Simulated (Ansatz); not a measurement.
Reaction (redistribution): `[SiH3]OB(S)Cl` + `[NH2][Ga]([NH2])[NH2]` → `NB(Cl)O[SiH3]` + `[NH2][Ga]([NH2])[SH]`

Gas-phase electronic energies from Ansatz, PBE0-D4/def2-TZVP geometries. CBS: MP2 limit from def2 TZ/QZ plus the TZ coupled-cluster correction, frozen cores. DFT in def2-TZVPP. For Ga outer-core shells are correlated without core-valence functions, which leaves a few kJ/mol of doubt a bond. Scalar relativity is left out up to krypton. Each species was taken in one conformer, which may not be the lowest.

`[SiH3]OB(S)Cl`:

Cartesian coordinates in Å:
```
Si 1.121 1.097 0.517
O 0.091 -0.177 0.755
B -0.780 -0.914 0.052
S -1.052 -0.611 -1.715
Cl -1.661 -2.194 0.890
H 0.570 2.270 1.233
H 2.435 0.715 1.080
H 1.243 1.389 -0.933
H -1.968 -1.576 -1.879
```

`[NH2][Ga]([NH2])[NH2]`:

```xyz
10

N     1.520   -0.532   -0.858
Ga    0.007    0.016    0.002
N    -1.360    0.770   -0.947
N    -0.106   -0.111    1.818
H     1.516   -0.671   -1.855
H     2.151   -1.180   -0.416
H    -1.185    1.128   -1.872
H    -2.033    1.350   -0.475
H     0.486   -0.750    2.323
H    -0.996   -0.019    2.280
```

`NB(Cl)O[SiH3]`:

Cartesian coordinates in Å:
```
N -0.461 -1.651 -0.076
B -0.747 -0.500 -0.814
Cl -1.847 -0.642 -2.206
O -0.238 0.727 -0.540
Si 0.772 1.411 0.558
H 0.150 -1.653 0.723
H -0.855 -2.544 -0.307
H 0.039 2.473 1.285
H 1.935 1.988 -0.156
H 1.252 0.390 1.532
```

`[NH2][Ga]([NH2])[SH]`:

Cartesian coordinates in Å:
```
N -0.961 0.140 1.279
Ga 0.194 -0.112 -0.101
N -0.241 0.384 -1.792
S 2.081 -1.212 0.199
H -0.654 0.059 2.234
H -1.733 0.782 1.202
H 0.434 0.345 -2.537
H -0.958 1.063 -1.982
H 1.838 -1.449 1.499
```

```
                species  CAM-B3LYP-D4 energy (Eh)
        `[SiH3]OB(S)Cl`               -1250.60125
`[NH2][Ga]([NH2])[NH2]`               -2092.91617
        `NB(Cl)O[SiH3]`                -907.76405
 `[NH2][Ga]([NH2])[SH]`               -2435.79467
```

Task: Work out ΔE.

Result: ΔE = (-907.76405) + (-2435.79467) − (-1250.60125) − (-2092.91617) = -0.04130 Eh = -25.9 kcal/mol. CCSD(T)/CBS gives -23.9 kcal/mol.

Task: What do rigid-rotor, harmonic-oscillator terms from PBE0-D4/def2-TZVP frequencies (298.15 K, 1 bar) make of the CCSD(T)/CBS value? (Estimate.)

Result: Computed: ΔZPE = +0.8 kcal/mol, ΔH = -23.1 kcal/mol, ΔS = -2 J/(mol·K), ΔG = -23.0 kcal/mol. Modes under 50 cm⁻¹ make the entropy rough.

Largest T1 diagnostic among the species: 0.012.

At CCSD(T), def2-SVP lies −1.3 kcal/mol from the extrapolated value and def2-TZVPP −0.3 kcal/mol. Leaving LDA and LC-ωPBE aside and taking each functional with its dispersion term where it has one, the values, not all of them listed here, spread over 3.3 kcal/mol, from BHLYP-D4 to revPBE-D4.
